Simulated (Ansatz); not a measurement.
```yaml
crystal:
  periodic: [false, false, false]
  atoms:
    - {symbol: Cu, position_ang: [1.742131, -0.120308, 0.544400]}
    - {symbol: Cu, position_ang: [-1.518598, -1.156410, -1.320739]}
    - {symbol: Cu, position_ang: [0.059328, 1.508990, 1.028739]}
    - {symbol: Cu, position_ang: [-0.698205, -0.716290, 0.848434]}
    - {symbol: Cu, position_ang: [0.269471, 0.380890, -1.226745]}
    - {symbol: H, position_ang: [-0.460558, -0.573777, -2.445392]}
    - {symbol: H, position_ang: [-0.911837, 0.466102, 2.041124]}
    - {symbol: H, position_ang: [1.674893, 1.291860, 1.460182]}
    - {symbol: H, position_ang: [1.960384, 0.335435, -1.126022]}
    - {symbol: H, position_ang: [-2.116999, -1.416503, 0.196007]}
basis:
  gaussian: {orbitals: def2-TZVP, initial_orbitals: start.molden}
magnetization: {spin_polarized: true, initial_magnetization: 4}
hamiltonian: {xc: hse06, dispersion: d4}
scf: {omitted_lower_state_checks: [starts]}
output: {orbitals: {seedname: orbitals}}
```

The file start.molden holds the orbitals of an earlier run on this structure, at another level or in another basis.

```sh
$ ansatz run in.yaml --threads 4 --pin off --events-out ev --progress --plain --max-ram 4787MiB
```

(1) Does this run fit into the memory that it is given?

## Answers

(1) No. It has 255 basis functions, and Ansatz plans for 4.92 GiB where 4.67 GiB are given.
